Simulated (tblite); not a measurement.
Compound: C6H6FO (doublet state).
Geometry (GFN2-xTB, Å), atoms numbered from 1 in this order:
```
atom  x, y, z in Å
O1     2.4569    0.7406   -0.3957
C2     1.1592    0.4052   -0.1786
C3     0.7749   -0.8693    0.1139
C4    -0.6461   -1.2226    0.3578
F5    -1.0240   -2.2895   -0.4858
C6    -1.5887   -0.0859    0.1874
C7    -1.1471    1.1664   -0.0976
C8     0.2121    1.4464   -0.2728
H9     3.0161   -0.0438   -0.3395
H10    1.4908   -1.6774    0.1568
H11   -0.7643   -1.6660    1.3673
H12   -2.6380   -0.3127    0.2831
H13   -1.8593    1.9710   -0.2053
H14    0.5569    2.4372   -0.5132
```

Computed with GFN2-xTB (tblite): harmonic, unscaled wavenumbers at the GFN2-xTB geometry, gas phase. This tight-binding method is rough: wavenumbers can miss measured ones by several per cent, in bad cases by 10 to 20. One conformer, not necessarily the lowest. Open shells enter through the occupations alone, without spin polarisation, and single modes of such species can be off by tens of per cent.

Harmonic wavenumbers (cm⁻¹): 94.2, 178.9, 304.5, 362.9, 417.4, 445.0, 461.6, 486.5, 548.4, 603.5, 705.5, 734.3, 775.9, 814.0, 883.4, 917.1, 924.1, 986.8, 1067.4, 1125.6, 1142.0, 1166.5, 1229.3, 1237.0, 1269.0, 1292.4, 1382.3, 1399.9, 1525.6, 1584.1, 2748.3, 3080.4, 3084.2, 3111.1, 3131.2, 3517.5.

A = 3512, B = 1791, C = 1245 MHz; mass 113.040 u (most abundant isotopes); point group C1, symmetry number 1; spin multiplicity 2.

Q: What is the zero-point energy?

A: Half the sum of the wavenumbers: 22369 cm⁻¹ = 63.96 kcal/mol.

Q: Give the ideal-gas entropy at 298.15 K and 1 bar in the rigid-rotor, harmonic-oscillator model (classical rotation).

A: Translation 40.11, rotation 28.11, vibration 14.48, spin (R ln 2) 1.38: S = 84.1 cal/(mol K).

Q: And Cp and H(298.15 K) − H(0)?

A: Cp = 29.40 cal/(mol K), of which vibrations give 21.45 (their classical limit is 36 R = 71.5); H(298.15 K) − H(0) = 5.03 kcal/mol without the zero-point energy, 2.66 from vibrations.

Q: How do the functions run with temperature in this model?

A: 
```
 T (K)  S (cal/(mol K))  Cp (cal/(mol K))  H − H(0) (kcal/mol)  G − H(0) (kcal/mol)  ln q(vib)
    50             56.0               9.4                 0.42                -2.38       0.07
   100             63.3              12.2                 0.96                -5.38       0.40
373.15             91.4              35.7                 7.47               -26.62       3.98
   500            103.1              44.4                12.58               -38.96       6.12
   750            123.4              55.5                25.19               -67.35      10.48
  1000            140.3              62.2                39.96              -100.37      14.65
```

q(vib) and H(0) count from the zero-point level.

Q: What must be added to the electronic energy to get the Gibbs energy at 298.15 K and 1 bar?

A: ZPE + [H(298.15 K) − H(0)] − T·S = 63.96 + 5.03 − 25.07 = 43.92 kcal/mol.

Q: Which modes carry the vibrational entropy at 298.15 K?

A: 94.2 cm⁻¹: 3.57; 178.9 cm⁻¹: 2.34; 304.5 cm⁻¹: 1.39; 362.9 cm⁻¹: 1.11; 417.4 cm⁻¹: 0.90; 445.0 cm⁻¹: 0.81 cal/(mol K); the other 30 give 4.36 together.

Hindered rotation and anharmonicity are outside this model. Other conformers, if any are populated, would add a mixing term that is left out. The structure is chiral; the term R ln 2 for an equal mix with its mirror image is left out.
